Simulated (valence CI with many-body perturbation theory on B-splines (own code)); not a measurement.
Tm55+ in three bases

Computed by relativistic CI+MBPT: four valence electrons over a frozen Dirac-Fock core [Ne], radial functions for each j: 9 s, 9 p, 8 d, 6 f, 3 g, 1 h, with the one-electron correlation potential Σ1 (screened to all orders), the two-electron term Σ2, the three-electron term Σ3, Breit, model QED; selected single and double excitations, second order for the rest, scaled by the run's own slope (own B-spline code, finite nucleus).

The last digits are not significant, and no measured levels were compared; by estimate large intervals hold to a few tenths of a per cent, small ones and those within an open d or f shell to about a per cent.

The reference run has the lowest level (3s^2 3p1/2^2) J=0 and an ionisation energy of 5529.64 eV. Its largest variational space holds 20000 state functions.

Levels are named by their leading jj configuration (3d3/2^4 stands for four electrons in 3d with j = 3/2), which in mixed levels can hold well under half, so a name can repeat and another be missing.

Changed runs:
A. basis 6 s, 6 p, 5 d, 3 f, 1 g
B. basis 5 s, 5 p, 4 d, 2 f

Excitation energies of the reference run in cm⁻¹, and shifts in cm⁻¹:

| Level | Reference | A | B |
| --- | --- | --- | --- |
| (3s^2 3p1/2 3p3/2) J=1 | 1992340 | -111 | -315 |
| (3s^2 3p1/2 3p3/2) J=2 | 2062020 | +9.0 | +93 |
| (3s 3p1/2^2 3p3/2) J=2 | 3206500 | -119 | -338 |
| (3s 3p1/2^2 3p3/2) J=1 | 3415870 | -4.8 | +35 |
| (3s^2 3p1/2 3d3/2) J=2 | 3618110 | +79 | +290 |
| (3s^2 3p1/2 3d3/2) J=1 | 3932880 | +330 | +1274 |
| (3s^2 3p3/2^2) J=2 | 4106200 | -80 | -166 |
| (3s^2 3p1/2 3d5/2) J=2 | 4228750 | +105 | +431 |
| (3s^2 3p1/2 3d5/2) J=3 | 4235740 | +221 | +821 |
| (3s^2 3p3/2^2) J=0 | 4257340 | +26 | +179 |
| (3s 3p1/2^2 3d3/2) J=1 | 4861800 | +29 | +116 |
| (3s 3p1/2^2 3d3/2) J=2 | 4914510 | +110 | +421 |
| Ionisation energy (eV) | 5529.64 | -0.034 | -0.11 |
